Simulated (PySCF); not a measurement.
Species: i-PeOMe, C6H14O.
InChI=1S/C6H14O/c1-6(2)4-5-7-3/h6H,4-5H2,1-3H3

Computed, not measured: TDDFT CAM-B3LYP/def2-SVPD, vertical, gas phase, core orbitals frozen in the response in PySCF. The structure is a single PBE0-D3(BJ)/def2-SVP conformer in the gas phase; no vibrational or solvent corrections. Torsions of this conformer, `[CH3:1][O:2][CH2:3][CH2:4][CH:5]([CH3:6])[CH3:7]`: C1–O2–C3–C4 179°, O2–C3–C4–C5 -57°, C3–C4–C5–C6 -60°.

Computed states:

```
state  E (eV)       f
   S1    7.14   0.030
   S2    8.00  0.0054
   S3    8.12   0.037
   S4    8.29   0.033
   S5    8.60  0.0050
   S6    8.72  0.0082
   S7    8.97   0.033
   S8    9.05   0.011
   S9    9.06   0.040
  S10    9.09   0.058
```

Each state is given a Gaussian of 0.3 eV full width at half maximum, with ε(max) = 2.175×10⁸ f / Δν̃ (Δν̃ the width in cm⁻¹). The width is an assumption, not a result. The curve ends short of the highest state used, and states not computed would add to its high-energy end.

(1) What does the envelope look like, and where are its maxima?

(2) Coming from long wavelengths, where does ε first pass 100 L mol⁻¹ cm⁻¹?

Answers

(1) 
(λ (nm), ε (L mol⁻¹ cm⁻¹)): (146.0, 1394), (147.3, 2275), (148.7, 3640), (150.0, 4702), (151.4, 5151), (152.8, 4728), (154.1, 3681), (155.5, 2293), (156.8, 1214), (158.2, 499), (159.5, 182), (160.9, 51), (162.3, 13), (163.6, 10), (165.0, 37), (166.3, 126), (167.7, 374), (169.0, 822), (170.4, 1524), (171.8, 2247), (173.1, 2651), (174.5, 2593), (175.8, 2127), (177.2, 1431), (178.5, 843), (179.9, 403), (181.3, 164), (182.6, 62), (184.0, 19), (185.3, 5)

Maxima: 174 nm (7.14 eV), ε about 2700, made up of S1 (100%); 151 nm (8.19 eV), ε about 5200, made up of S3 (55%) and S4 (41%) (ε in L mol⁻¹ cm⁻¹; maxima over ε = 5, shares over 10%).

(2) At about 182 nm (6.81 eV), 0.33 eV below S1.

All these states lie below the vertical ionisation energy of 9.74 eV (ΔSCF).

Hardware: an Arm Neoverse V1 with one thread, on a shared host. Cost: 2.5 min.
